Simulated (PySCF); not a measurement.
H2Sb, SMILES [SbH2-], charge -1.

Coordinates come from a r2SCAN-D4/def2-TZVPD optimisation. The def2 effective core potentials stand for the cores of Sb; spin–orbit coupling is left out.

These are r2SCAN-D4/def2-TZVPD (PySCF 2.14.0) values and carry that method's errors.

Frequencies are harmonic and unscaled.

Computed normal modes with their intensities:
| mode | ν (cm⁻¹) | IR (km/mol) | Raman (Å⁴/amu) | depolarisation | moving atoms (share of kinetic energy) |
|---|---|---|---|---|---|
| 1 | 813 | 43.7 | 6.6 | 0.35 | H 99 % |
| 2 | 1827 | 339.1 | 247.0 | 0.32 | H 99 % |
| 3 | 1829 | 352.1 | 229.0 | 0.75 | H 99 % |
